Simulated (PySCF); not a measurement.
**Computed structure and properties of [PrCl2]+**

System: [PrCl2]+ (singlet in the valence; each metal's 4f electrons, 2 of them, lie in its core potential, out of spins and levels); start: template (C2v). Method: PySCF 2.14.0, RKS PBE0, Pr lcecp-1-SVP with ECP48, Cl def2-SVP; non-relativistic Hamiltonian with scalar-relativistic core potentials where named; density fitting; no spin-orbit coupling.

Input of the relaxation:

```python
mol = gto.M(atom='''
Pr     0.00000     0.00000    -0.36481
Cl     2.45750    -0.00000     0.73499
Cl    -2.45750     0.00000     0.73499''',
    basis={'Pr': 'lcecp-1-SVP', 'Cl': 'def2-SVP'},
    ecp={'Pr': 'lcecp-1-SVP'},
    charge=1, spin=0)
mf = dft.RKS(mol, xc='PBE0')
mf.grids.atom_grid = (50, 194)  # f atoms: unpruned, at least (60, 302)
mf = mf.density_fit()  # fitting sets: Pr AutoAux, Cl def2-universal-JKFIT
mf.conv_tol = 1e-08; mf.max_cycle = 55
mf.kernel(dm0)  # dm0: converged density of the start geometry
# quasi-Newton relaxation in Cartesian coordinates to a largest gradient under 0.00045 Eh/bohr, steps kept in the point group
```

Run from Python with OMP_NUM_THREADS=2; the lines above give its settings. Where DIIS fails, smearing, a level shift and second-order steps follow.
It took 22 s on 2 threads of Intel(R) Xeon(R) Platinum 8488C (Sapphire Rapids), on a shared host, from the converged density of the start.

Course of the relaxation:

```csv
step,energy above end (eV),largest force component within the symmetry (eV/Å)
0,0.6707,2.150
1,0.2341,1.154
2,0.1030,0.783
3,0.0554,0.276
4,0.0170,0.402
5,0.0058,0.200
6,0.0000,0.025
7,0.0000,0.008
```

Relaxed geometry (C2v):

```xyz
3

Pr    0.0000    0.0000   -0.5907
Cl    2.0000    0.0000    0.8480
Cl   -2.0000    0.0000    0.8480
```

| contact | Å |
| --- | --- |
| Pr1–Cl2 (Cl) | 2.464 |
| Pr1–Cl3 (Cl) | 2.464 |

On the finer grid (75, 302):

* HOMO: -13.56 eV
* LUMO: -7.72 eV
* Dipole about the centre of mass: 7.02 D
* Set of Mulliken populations of Pr1 outside the core potential: s 2.14, p 6.16, d 1.30, f 0.06
* D3(BJ) dispersion energy (not in the energies): -0.072 eV

| atom | Mulliken (e) | Löwdin (e) | spin (e) |
| --- | --- | --- | --- |
| Pr1 | 1.34 | 0.77 | 0.00 |
| Cl2 | -0.17 | 0.11 | 0.00 |
| Cl3 | -0.17 | 0.11 | 0.00 |

The 4f levels lie in the core potential and are missing. Their spin isn't counted.

On the grid (50, 194), as all that follows. Harmonic modes: a minimum; lowest 79 cm⁻¹ (negative: unstable), highest 388 cm⁻¹, zero-point energy 0.053 eV.

Taking off one Cl (charge -1, singlet; the rest: singlet) in vacuum, both parts rigid, costs 14.32 eV; the small basis without counterpoise inflates it. Most of it is the attraction of opposite charges; other ways to part are cheaper, and one spin state was tried for the rest.

Rigid scan of Cl along the line from its metal:

(distance to Cl2 (Å), energy (eV)): (2.16, 1.017), (2.26, 0.396), (2.36, 0.087), (2.46, 0.000), (2.56, 0.068), (2.66, 0.243), (2.86, 0.779), (3.16, 1.758), (3.56, 3.017), (4.06, 4.266)

One start shape was tried, so this needn't be the lowest isomer.

An lcecp potential fixes the number of 4f electrons, so in runs with it no electron can move into or out of that shell.
